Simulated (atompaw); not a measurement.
## Before and after: PAW (atompaw) potential for Mg (Z = 12)

magnesium, PAW, made with atompaw 4.2.0.5 (LDA (PW92), scalar-relativistic). Core [He] 2s2, reference 2p6 3s1.5 3p0 (charge +0.5). Waves: 3s (bound): rc 1.95 bohr; 3s channel at 4.05 Ry: rc 2.10 bohr; 2p (bound): rc 0.95 bohr; 3p (bound, empty): rc 1.05 bohr; 3d channel at 0.35 Ry: rc 2.10 bohr. Local part: ultrasoft scheme with l = 3 at 0 Ry, radius 1.95 bohr. Core correction: smooth core density matched at 1.35 bohr. Augmentation charge: gaussian compensation charge, radius 1.65 bohr; PAW radius 2.10 bohr; waves and projectors: custom polynom vanderbiltortho.

Change: local potential ultrasoft scheme with l = 3 at 0 Ry, radius 0.90 bohr.

Cutoffs: the cutoffs (Ry, on a coarse ladder) from which the occupation-weighted sum of valence levels, in a spherical-Bessel basis at the reference potential, stays within 10 and 1 mRy of its value at 400 Ry; they do not see the model core or the augmentation charge, which bear on the density cutoff.

What does the change do?

The potential gets neither clearly harder nor softer (120 Ry and 160 Ry → 110 Ry and 160 Ry); both files keep a bound ghost (s); the range in which the d phases agree narrows (upper end 4.6 → 0.6).

```tsv
quantity	base	changed
cutoff, loose	120 Ry	110 Ry
cutoff, tight	160 Ry	160 Ry
loose cutoff by channel (10 mRy a level)	s 8 Ry, p 80 Ry	s 12 Ry, p 80 Ry
bound ghosts	s	s
s: phases at 2.11 bohr within 0.05 rad from the reference energy up to (Ry; the scan ends near 5)	to the end of the scan	to the end of the scan
p: phases at 2.11 bohr within 0.05 rad from the reference energy up to (Ry; the scan ends near 5)	to the end of the scan	to the end of the scan
d: phases at 2.11 bohr within 0.05 rad from the reference energy up to (Ry; the scan ends near 5)	4.6	0.6
lowest overlap eigenvalue by channel	s 0.02, p 0.63, d 1.00	s 0.01, p 0.74, d 1.00
```

 A true bound ghost makes a file unfit for plane-wave use even where its test errors are small: the radial tests pick states by their node count and pass the ghost by. The cutoffs see the waves, projectors and local potential, not the compensation charge or the core.
